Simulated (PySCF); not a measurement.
Cartesian coordinates (Å):
```xyz
8

Hf    -0.1298    -0.0225    -0.1584
F     -0.3133     0.6694     1.6420
O     -1.0307    -1.7340    -0.2326
H     -1.4288    -2.6002    -0.3808
O      1.7549    -0.2189    -0.5522
H      2.6740    -0.3173    -0.8280
O     -0.9460     1.2355    -1.3816
H     -1.3501     1.7937    -2.0568
```
Charge 0, spin multiplicity 1.

Q: What HOMO–LUMO gap, dipole moment, HOMO, total energy and LUMO does TPSSh-D3(BJ)/def2-TZVP // BP86-D3(BJ)/def2-SVP run with PySCF give?

A: 
```json
{
  "HOMO–LUMO gap": "7.54 eV",
  "dipole_moment": "3.06 D",
  "HOMO": "-7.91 eV",
  "total_energy": "-375.7696 Ha",
  "LUMO": "-0.36 eV"
}
```
